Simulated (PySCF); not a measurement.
**Vertical excitation energies**

Species: C₂H₁₀OSi₄.
InChI=1S/C2H10OSi4/c1-2-7(3)5-4-6-7/h2-3H,1,4-6H2

Theory: PySCF, TDDFT PBE0/def2-SVPD, vertical, gas phase, core orbitals frozen in the response. Geometry: GFN2-xTB, one conformer, isolated molecule. Torsions of this conformer, `[CH2:1]=[CH:2][Si:3]1([OH:4])[SiH2:5][SiH2:6][SiH2:7]1`: C1–C2–Si3–O4 178°, H–O4–Si3–C2 45°.

| state | λ (nm) | E (eV) | f | \|μ\| (D) | main configurations (H = HOMO, L = LUMO) |
| --- | --- | --- | --- | --- | --- |
| S1 | 317.4 | 3.91 | 0.0015 | 0.32 | H→L (98%) |
| S2 | 259.8 | 4.77 | 0.0006 | 0.18 | H-1→L (98%) |
| S3 | 252.5 | 4.91 | 0.0005 | 0.17 | H-2→L (98%) |
| S4 | 243.7 | 5.09 | 0.168 | 2.95 | H→L+1 (92%) |
| S5 | 227.9 | 5.44 | 0.035 | 1.31 | H-1→L+1 (69%), H→L+2 (18%) |
| S6 | 224.5 | 5.52 | 0.061 | 1.71 | H→L+2 (73%), H-1→L+1 (18%) |

Triplets (Tamm–Dancoff): T1 3.57 eV, H→L (96%); T2 3.92 eV, H→L+1 (61%), H-3→L+1 (27%).

The lowest singlet lies at 3.91 eV (317 nm, ultraviolet) and is very weak; its leading configuration is HOMO→LUMO (98%). The strongest level in the table is S4 at 5.09 eV (244 nm, f = 0.168). Löwdin shares by element: HOMO silicon 65% (atoms not listed hold the other 35%); LUMO silicon 71% (atoms not listed hold the other 29%). Orbital energies (eV): HOMO-3 -8.57, HOMO-2 -7.76, HOMO-1 -7.64, HOMO -6.88, LUMO -1.65, LUMO+1 -0.94, LUMO+2 -0.38. Weighted by f, the mean energy of these states is 5.23 eV. The listed states span 1.62 eV, and the widest gap between neighbours is 0.87 eV (S1 to S2). No computed singlet lies in the visible range (380 to 750 nm); the lowest, at 317 nm, stands 0.64 eV above its violet end (3.26 eV). Singlets were solved by full linear response, triplets in the Tamm–Dancoff approximation.
